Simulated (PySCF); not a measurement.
## Correlation energy of Ga (gallium, neutral)

[Ar] 3d10 4s1 4p1 4d1, one real determinant (an excited configuration). Calculation: PySCF 2.14, in aug-cc-pVTZ-DK (7s6p4d2f, 59 functions); the spin-free X2C one-electron Hamiltonian (Gaussian nucleus). Frozen: [Ar] 3d10; 3 electrons correlated.

```
  level  correlation energy (mhartree)
   CCSD                         -13.21
    (T)                          -1.83
CCSD(T)                         -15.04
```

Diagnostics: T1 = 0.029, D1 = 0.0652, largest double amplitude 0.377.

The real determinant used has ⟨L²⟩ near 8 against 12 for a pure F term, so it mixes terms. The outer electron is Rydberg-like, and this basis confines it to a smaller radius and binds it less than a complete one would. A double-excitation amplitude exceeds 0.15, a sign of near-degeneracy.

Cost of the coupled-cluster step: roughly 1.8 core-seconds, for 3 correlated electrons.

The reference is one real determinant that mixes LS terms of this configuration.
